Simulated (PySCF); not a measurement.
## Unknown compound

Molecular formula: C3HF6N. Simulated spectra:

$^{1}$H NMR (300 MHz, computed): δ 13.12 (br s, 1H).

$^{13}$C{$^{1}$H} NMR (computed): δ 159.3, 127.0, 124.7.

[PySCF 2.14.0 with density-fitted response routines: σ from GIAO-PBE0/pcSseg-1; GFN2-xTB structure; no solvent model; equivalent nuclei averaged; non-relativistic; one conformer]

Scale: $^{1}$H (σref 31.72), $^{13}$C (σref 186.93) vs TMS (reference shieldings calculated alike).

Q: Deduce the structure.

A: 
1. The formula gives 1 degree of unsaturation (no ring in the answer).
2. 3 carbon signals for 3 carbons: no two carbons are equivalent.
3. Carbon types of the structure: 3 × C, leaving 1 H on heteroatoms.
4. δC 159.3: C=N carbon.
5. δC 127.0, 124.7: CF3 carbon; 3 electronegative neighbours deshield it.
6. δH 13.12: hydrogen on an imine nitrogen; exchangeable, gas-phase position.

The compound is transoidal Hexafluoroacetone imine (FC(C(=N)C(F)(F)F)(F)F).

The data come from this structure; uniqueness wasn't tested.

Exchangeable OH/NH protons stand at their gas-phase positions; hydrogen bonding in a real sample shifts them, mostly to higher δ. Splittings by $^{19}$F in the carbon and heteronuclear signals aren't shown, as no couplings were computed. Shifts are as computed. Against solution values, carbons near 30 ppm lie about +3 ppm off and those near 130 ppm about +5 ppm. Of 1211 compounds with measured shifts, 218 miss one by over three times the rms of a fit or turn the order of signals round; such compounds aren't used in these exercises.
